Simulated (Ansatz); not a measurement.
Mulliken charges of `[OH][Sn]([OH])([F])[Cl]` from r2SCAN/def2-TZVPP in Ansatz (PBE0-D4/def2-TZVP geometry).

| atom | x (Å) | y (Å) | z (Å) | charge (e) |
| --- | --- | --- | --- | --- |
| O1 | -1.203 | 0.265 | 1.071 | -0.524 |
| Sn2 | 0.106 | 0.137 | -0.348 | 1.394 |
| O3 | 1.750 | -0.555 | 0.380 | -0.516 |
| F4 | -0.623 | -1.060 | -1.637 | -0.457 |
| Cl5 | 0.535 | 2.091 | -1.442 | -0.323 |
| H6 | -2.105 | 0.141 | 0.762 | 0.214 |
| H7 | 1.601 | -1.087 | 1.168 | 0.212 |

Task: By hand: the dipole of these point charges (1 e Å = 4.8032 D).

Result: Σ q r = (-0.124, -0.053, 0.382) e Å, of length 0.405 e Å = 1.95 D.

Task: How does the dipole of the full density compare? (An estimate is asked.)

Result: Ansatz gave: (-0.213, -0.069, 0.336) e Å, 1.94 D; the point charges give 1.01 times that, at 14° from its direction.

Point charges leave out the atoms' own dipoles, such as those of lone pairs, and Mulliken's split depends on the basis, so the close match here is no proof of good charges.
